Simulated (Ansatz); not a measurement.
Cost and result for the atomization energy of CH7AlBNO (12 atoms, 13 bonds).

Z-matrix (Å, degrees):
```
Al
B 1 2.342
O 1 1.951 2 69.8
C 1 2.153 2 37.6 3 -33.3
H 1 1.595 2 121.7 3 -93.3
H 1 1.577 2 111.3 3 108.2
H 2 1.195 1 124.5 3 142.3
H 2 1.203 1 83.6 3 -92.6
H 3 0.966 1 128.1 2 -134.6
N 4 1.384 1 121.8 2 -135.1
H 10 1.009 4 111.9 1 126.4
H 10 1.017 4 114.5 1 -0.3
```

The species carries charge 0 and has multiplicity 1. The bonds changed during the relaxation, so this is another structure than the one it started from. The geometry is a stationary point of PBE0-D4/def2-TZVP. It is one conformer, not always the lowest. Program: Ansatz. All runs use 4 threads of an Arm Neoverse V2 on a shared host. Times are those of one run each, without the atoms' runs, and a repeat can differ threefold. Electronic energies, without spin–orbit coupling; frozen cores. CCSD(T)/CBS adds CCSD(T) − MP2 in def2-TZVPP to the MP2 limit, and its time is that of the two runs behind it. T1 = 0.012. B3LYP takes the VWN-RPA correlation (the form of Gaussian; ORCA's B3LYP/G).

CCSD(T)/CBS is a level of theory with its own doubt, some kJ/mol a heavy atom from the limit and from the frozen cores, so smaller differences don't rank the functionals.

| level | functions | wall time | atomization (kcal/mol) | difference from CCSD(T)/CBS | per bond |
| --- | --- | --- | --- | --- | --- |
| PBE-D4/def2-TZVPP (with forces) | 264 | 2.5 s | 1000.1 | 23.7 | 1.8 |
| PBE0-D4/def2-TZVPP | 264 | 2.6 s | 978.9 | 2.5 | 0.2 |
| B3LYP-D4/def2-TZVPP (with forces) | 264 | 4.2 s | 979.4 | 3.0 | 0.2 |
| r2SCAN-D4/def2-TZVPP (with forces) | 264 | 5.5 s | 983.7 | 7.3 | 0.6 |
| B2PLYP/def2-TZVPP | 264 | 5.5 s | 966.2 | -10.2 | -0.8 |
| ωB97X-V/def2-TZVPP | 264 | 7.5 s | 980.7 | 4.3 | 0.3 |
| ωB97M-V/def2-TZVPP (with forces) | 264 | 11 s | 983.6 | 7.2 | 0.6 |
| MP2/def2-QZVPP | 508 | 23 s | 980.6 | 4.2 | 0.3 |
| CCSD(T)/def2-TZVPP | 264 | 2.4 min | 949.1 | -27.3 | -2.1 |
| CCSD(T)/CBS(def2) | – | 2.8 min | 976.4 | 0.0 | 0.0 |

From PBE to PBE0 (25 % exact exchange), in def2-TZVPP and without D4, the atomization energy moves by −20.2 kcal/mol: exact exchange takes away binding that semilocal exchange gives to molecules. The D4 term adds +9.4 kcal/mol with B3LYP and +4.9 kcal/mol with PBE0; it sums over pairs of atoms, weighted by their polarisabilities, and B3LYP, whose exchange is more repulsive, gets the larger term. In def2-TZVPP, CCSD(T) changes the Hartree–Fock value by +264.4 kcal/mol (the triples alone add +16.5 kcal/mol) and MP2 by +279.6 kcal/mol; breaking electron pairs costs correlation energy, which Hartree–Fock lacks.
